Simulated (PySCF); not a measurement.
These compounds are isomers of formula C₇H₆O₂.

A. SMILES CC#Cc1ccc(O)o1
B. salicylaldehyde (c1cc(C=O)c(O)cc1)
C. `CC#CC1=COC=CO1`

Spectrum 1. $^{1}$H NMR (500 MHz, computed): δ 5.79 (s, 1H), 5.52 (m, 1H), 5.40 (m, 1H), 2.15 (s, 3H). $^{13}$C{$^{1}$H} NMR (computed): δ 141.2 (CH), 135.0 (CH), 131.9 (CH), 129.9 (C), 101.1 (C), 77.9 (C), 5.6 (CH3).

Spectrum 2. $^{1}$H NMR (500 MHz, computed): δ 6.78 (m, 1H), 5.43 (m, 1H), 4.82 (br s, 1H), 2.28 (s, 3H). $^{13}$C{$^{1}$H} NMR (computed): δ 164.6 (C), 131.9 (C), 127.2 (CH), 98.4 (C), 88.0 (CH), 77.0 (C), 5.8 (CH3).

Spectrum 3. $^{1}$H NMR (500 MHz, computed): δ 12.15 (br s, 1H), 10.03 (s, 1H), 7.80 (m, 1H), 7.61 (d, 1H), 7.28 (d, 1H), 7.16 (m, 1H). $^{13}$C{$^{1}$H} NMR (computed): δ 201.9 (CH), 171.9 (C), 143.0 (CH), 139.8 (CH), 123.7 (CH), 123.6 (C), 123.2 (CH).

A single conformation, no solvent, fast rotation and ring inversion assumed for equivalent nuclei, relativity neglected. Geometry: GFN2-xTB; GIAO PBE0/pcSseg-1 shieldings; PySCF.

Shifts are taken against calculated references (same method and geometry level): $^{1}$H (σref 31.72) and $^{13}$C (σref 186.93) vs TMS. Where no couplings were computed, multiplicities follow the n + 1 count of equivalent neighbours, and m marks all less simple cases (inequivalent or close neighbours, rings, F or P nearby). Shifts are as computed. Against solution values, carbons near 30 ppm lie about +3 ppm off and those near 130 ppm about +5 ppm. Of 1211 compounds with measured shifts, 218 miss one by over three times the rms of a fit or turn the order of signals round; such compounds aren't used in these exercises. OH and NH positions are gas-phase values without hydrogen bonding to other molecules.

**Question.** Match each spectrum to its structure.

**Answer.** 1–C, 2–A, 3–B.

- Spectrum 1 (C): 7 $^{13}$C signals; δC 141.2 is an alkene carbon bearing oxygen; δC 135.0 is an alkene carbon bearing oxygen.
- Spectrum 2 (A): 7 $^{13}$C signals; δC 164.6 is an aromatic carbon bearing oxygen; δC 127.2 is an aromatic CH.
- Spectrum 3 (B): 7 $^{13}$C signals; δC 201.9 is an aldehyde carbonyl carbon; δC 171.9 is an aromatic carbon bearing oxygen.
